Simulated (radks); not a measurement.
Question: Valence configurations of Co I (all share [Ar]). Method: Dirac Kohn-Sham, PBEsol, spin-unpolarised, spherical densities, finite nucleus; open shells fill j = l - 1/2 first; Fermi nuclear charge, rms radius 3.7875 fm; computed with a radial shooting solver on a logarithmic mesh with Libxc functionals. Order these by energy: 3d9; 3d7 4p2; 3d6.5 4s2 4p0.5; 3d7.5 4s1.5; 3d8 4s1; 3d6 4s2 4p1; 3d7 4s2; 3d7 4s1.5 4p0.5; 3d7 4s1 4p1; 3d5 4s2 4p2.

Answer: From the lowest, in eV above it: 3d8 4s1 0.000; 3d7.5 4s1.5 0.206; 3d7 4s2 1.123; 3d9 1.146; 3d7 4s1.5 4p0.5 3.260; 3d6.5 4s2 4p0.5 5.195; 3d7 4s1 4p1 5.464; 3d7 4p2 10.044; 3d6 4s2 4p1 10.649; 3d5 4s2 4p2 26.137. NIST lists [Ar] 3d7 4s2 as the ground configuration; this level of theory puts 3d8 4s1 lower, by 1.123 eV. The energies are those of spherical spin-averaged densities, not of single terms.
